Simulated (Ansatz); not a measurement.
Reaction (ligand exchange at the Nb–Cl bond): `[F][Nb]([F])([Cl])([Cl])[Cl]` + H–F → `[F][Nb]([F])([F])([Cl])[Cl]` + HCl

Program: Ansatz. Geometries: PBE0-D4/def2-TZVP. ΔE: electronic, gas phase. CCSD(T)/CBS adds triple-zeta CCSD(T) − MP2 to the extrapolated MP2 energy (def2 sets, frozen cores). This one scheme is used for every species. DFT in def2-TZVPP. Elements past krypton have def2 core potentials. For Nb outer-core shells are correlated without core-valence functions, which leaves a few kJ/mol of doubt a bond.

`[F][Nb]([F])([Cl])([Cl])[Cl]`:

Z-matrix (Å, degrees):
```
Nb
F 1 1.836
Cl 1 2.310 2 87.6
Cl 1 2.310 2 87.6 3 169.9
F 1 1.836 2 129.6 3 84.9
Cl 1 2.246 2 115.2 3 -95.1
```

H–F:

Cartesian coordinates in Å:
```
F 0.148 0.435 -0.018
H -0.148 -0.435 0.018
```

`[F][Nb]([F])([F])([Cl])[Cl]`:

Z-matrix (Å, degrees):
```
Nb
F 1 1.835
F 1 1.863 2 86.6
Cl 1 2.311 2 88.7 3 170.3
F 1 1.835 2 128.2 3 83.1
Cl 1 2.248 2 115.9 3 -93.4
```

HCl:

Z-matrix (Å, degrees):
```
Cl
H 1 1.279
```

Question: Is it downhill or uphill in electronic energy at CCSD(T)/CBS, and by how much? (Estimate.)

Answer: Ansatz gave: Downhill: ΔE = -4.4 kcal/mol.

Question: What do these levels give: revPBE, r2SCANh, CAM-B3LYP, CCSD(T)/def2-SVP, HF/def2-TZVPP, MP2/def2-TZVPP? (Best estimate.)

Answer: Computed: revPBE -7.1, r2SCANh -6.7, CAM-B3LYP -9.8, CCSD(T)/def2-SVP -9.4, HF/def2-TZVPP -9.0, MP2/def2-TZVPP -3.0 kcal/mol.

Question: What do rigid-rotor, harmonic-oscillator terms from PBE0-D4/def2-TZVP frequencies (298.15 K, 1 bar) make of the CCSD(T)/CBS value? (An estimate is asked.)

Answer: The calculation gave: ΔZPE = -1.1 kcal/mol, ΔH = -5.7 kcal/mol, ΔS = 8 J/(mol·K), ΔG = -6.2 kcal/mol. Modes under 50 cm⁻¹ make the entropy rough.

Largest T1 diagnostic among the species: 0.021, so the coupled-cluster value is less sure than usual.

From BLYP to BHLYP (50 % exact exchange), in def2-TZVPP and without D4, ΔE moves by +1.0 kcal/mol. In def2-TZVPP, CCSD(T) changes the Hartree–Fock value by +3.2 kcal/mol (the triples alone add +1.1 kcal/mol) and MP2 by +5.9 kcal/mol.
